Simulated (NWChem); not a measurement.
Species: BeH$_{2}$SO; SMILES [OH][Be][SH]

```xyz
5

Be     0.0247    -0.6358    -0.0239
O      0.0209    -2.0569    -0.0532
H      0.0055    -2.7609     0.6069
S      0.0642     1.2760    -0.0046
H     -1.2989     1.3441    -0.0119
```
Atoms are numbered in this order, from 1.

Program: NWChem. The geometry was optimised at PBE-D3(BJ)/def2-SVP. Vertical excitations in the gas phase; the lowest state need not have the same character in each row.

```
level                       lowest excitation, singlet (eV)  oscillator strength of that lowest state  orbital gap (eV)
--------------------------  -------------------------------  ----------------------------------------  ----------------
PBE/def2-SVP, TDA                                      5.35                                     0.043              5.23
B3LYP/def2-SVP, TDA                                    5.61                                     0.048              6.64
Hartree-Fock/def2-SVP, CIS                             6.56                                     0.050             12.40
PBE0/def2-SVP, TDA                                      ___                                     0.049               ___
```

Q: What belongs in the gaps?

A: 
- PBE0/def2-SVP, TDA, lowest excitation, singlet (eV): 5.88
- PBE0/def2-SVP, TDA, orbital gap (eV): 7.25
